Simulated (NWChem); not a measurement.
# Total energies of H4ClFOSi2

```xyz
9

F      1.1389     1.0627     1.4175
Si     0.5975    -0.2924     0.7351
Cl     1.6056    -0.5161    -1.0354
O     -0.9972    -0.1550     0.4546
Si    -2.2195     0.3271    -0.5791
H      0.8756    -1.4204     1.6386
H     -2.1993     1.8105    -0.7243
H     -3.5088    -0.1112     0.0204
H     -2.0279    -0.3142    -1.9112
```
Charge 0, spin multiplicity 1.

Program: NWChem. All single points use one geometry, from PBE0/def2-SVP, a minimum by its harmonic frequencies. It is one conformer; others weren't searched.

Basis set: 3-21G (65 functions).

| method | total energy (Ha) |
|---|---|
| RHF | -1207.96470 |
| MP2 | -1208.34576 |
| B2PLYP | -1209.94076 |
| PBE | -1209.87062 |
| B3LYP | -1210.61106 |
| LC-wPBE (omega 0.3 per bohr) | -1209.98329 |
| CCSD(T) | -1208.38125 |

Total energies of different functionals aren't comparable as a measure of quality: only differences taken within one method are. 

The correlated methods keep 17 core orbitals frozen. B3LYP has NWChem's definition, with VWN1-RPA local correlation. The structure started from a generated list of species. Coupled-cluster values serve here as a point of comparison, not as the truth.
